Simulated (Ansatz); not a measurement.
This geometry of CH$_{4}$BIO$_{2}$ (9 atoms, charge 0, multiplicity 1) is a first-order saddle point.

Level of theory: RKS PBE0/def2-SVP (Ansatz 0.2.0).

```xyz
9
Properties=species:S:1:pos:R:3
O -1.121 0.330 1.180
B 0.009 0.145 0.453
O 1.153 0.870 0.700
C -0.016 -0.992 -0.641
I -0.181 0.060 -2.533
H -1.015 1.026 1.839
H 1.221 1.737 0.294
H -0.881 -1.663 -0.596
H 0.920 -1.560 -0.714
```

Q: Which two structures does it join? (They come from a converged band through this point; their orientation in space is the band's.)

A: No bond is made or broken. The dihedral C4–B2–O3–H7 goes from 177 to 0°.

Image 0:

```xyz
9
Properties=species:S:1:pos:R:3
O -1.059 0.423 1.078
B 0.064 0.182 0.347
O 1.236 0.864 0.476
C 0.010 -0.984 -0.713
I -0.633 -0.096 -2.581
H -1.007 1.164 1.688
H 1.225 1.594 1.101
H -0.734 -1.756 -0.486
H 0.986 -1.436 -0.926
```

Image 8:

```xyz
9
Properties=species:S:1:pos:R:3
O -0.648 -0.147 1.667
B -0.057 0.240 0.509
O 0.536 1.456 0.435
C -0.124 -0.812 -0.683
I 0.824 -0.139 -2.497
H -0.572 0.533 2.346
H 0.923 1.624 -0.435
H -1.164 -1.047 -0.949
H 0.370 -1.755 -0.410
```

Q: How far does it lie above each of them?

A: 5.6 kcal/mol above the first and 9.9 kcal/mol above the second. This is the barrier of this one path; another mechanism may lie lower.

The run took 6.2 min on 2 threads of Arm Neoverse V2, on a shared host, peak memory 0.24 GiB.
